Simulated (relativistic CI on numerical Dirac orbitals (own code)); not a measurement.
**Sensitivity of the levels of Yb XLII to α and to the nuclear radius**

Computed by Dirac-Coulomb-Breit CI, KLI orbitals optimised for each configuration, derivatives by finite differences, unscaled Slater integrals, QED left out (own radial code, finite nucleus).

Configurations in the expansion (outside the closed core [Ar] 3d10): 4s, 4p, 4d, 4f, 5s, 5p, 5d, 5f. Levels of other configurations are missing.

With x = (α/α₀)² − 1 an excitation energy changes as ω = ω₀ + qx; K = 2q/ω₀ is the relative enhancement. Terms are leading LS components, so labels can repeat. The field-shift factor is F = δν/δ⟨r²⟩ for the transition from the lowest level.

Lowest level 4s 2S_1/2.

```csv
Level,ω₀ (cm⁻¹),q (cm⁻¹),K,F (GHz/fm²)
4p 2P°_1/2,718883,104500,0.291,-1380
4p 2P°_3/2,1325844,822500,1.24,-1460
4d 2D_3/2,2436110,864300,0.71,-1450
4d 2D_5/2,2564477,995600,0.776,-1450
4f 2F°_5/2,3752529,986900,0.526,-1420
4f 2F°_7/2,3782648,1.016e+06,0.537,-1420
5s 2S_1/2,6607513,525300,0.159,-758
5p 2P°_1/2,6954971,569700,0.164,-1390
5p 2P°_3/2,7238514,902700,0.249,-1430
5d 2D_3/2,7765408,921300,0.237,-1420
5d 2D_5/2,7827253,984600,0.252,-1420
5f 2F°_5/2,8352594,980800,0.235,-1410
5f 2F°_7/2,8370411,998200,0.239,-1410
```

At this charge energies of transitions that change n are usually good to better than 1 %, and those within a shell (Δn = 0) to a few per cent.
